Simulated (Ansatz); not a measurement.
A run for Ansatz (a quantum-chemistry and plane-wave program): R-B3LYP-D3(BJ)/def2-TZVP on selenium dioxide (SMILES O=[Se]=O).

Ansatz 0.2 input:
```yaml
crystal:
  periodic: [false, false, false]
  atoms:
    - {symbol: O, position_ang: [-1.25156310, -0.38763763, 0.01357586]}
    - {symbol: Se, position_ang: [-0.07221776, 0.58935988, -0.04044940]}
    - {symbol: O, position_ang: [1.29890431, -0.16619354, -0.02586620]}
basis:
  gaussian:
    orbitals: def2-TZVP
hamiltonian:
  xc: b3lyp
  dispersion: d3bj
relax: {f_tol: 0.003, max_steps: 120}
```

Predict the final total energy.

-2552.0387 hartree.

How many basis functions does it have, and what does it roughly cost on one machine?

110 functions; very roughly 17 core-seconds.
